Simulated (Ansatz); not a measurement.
Isolated molecules relaxed with PBE0-D4/def2-TZVP in Ansatz; ΔE leaves out vibrations. CCSD(T)/CBS is the MP2 limit (def2-TZVPP, def2-QZVPP) plus CCSD(T) − MP2 in def2-TZVPP, frozen cores. DFT in def2-TZVPP. For Br outer-core shells are correlated without core-valence functions, which leaves a few kJ/mol of doubt a bond. Scalar relativity is left out up to krypton. One conformer a species, not always the lowest.

Reaction (formal exchange of groups at a C–Br bond): `CCCCCBr` + `C#CCC` → `CCC#CCCCCC` + HBr

CCSD(T)/CBS gives -0.26 eV.

Another level gave -0.30 eV. Which?
A. BHLYP-D4/def2-TZVPP
B. LDA (SPW92)/def2-TZVPP
C. LC-ωPBE/def2-TZVPP
D. BLYP/def2-TZVPP

A. BHLYP-D4 -0.30, LC-ωPBE -0.34, BLYP -0.23, LDA (SPW92) -0.40 eV.

Largest T1 diagnostic among the species: 0.011.

Leaving LDA and LC-ωPBE aside and taking each functional with its dispersion term where it has one, the values, not all of them listed here, spread over 0.07 eV, from PBE0-D4 to BLYP-D4. LDA lies −0.11 eV from PBE without D4. From BLYP to BHLYP (50 % exact exchange), in def2-TZVPP and without D4, ΔE moves by −0.05 eV. At CCSD(T), def2-SVP lies −0.21 eV from the extrapolated value and def2-TZVPP −0.02 eV.

CCSD(T)/CBS has its own doubt, a few kJ/mol and more with outer-core shells, so smaller differences from it don't rank the levels.
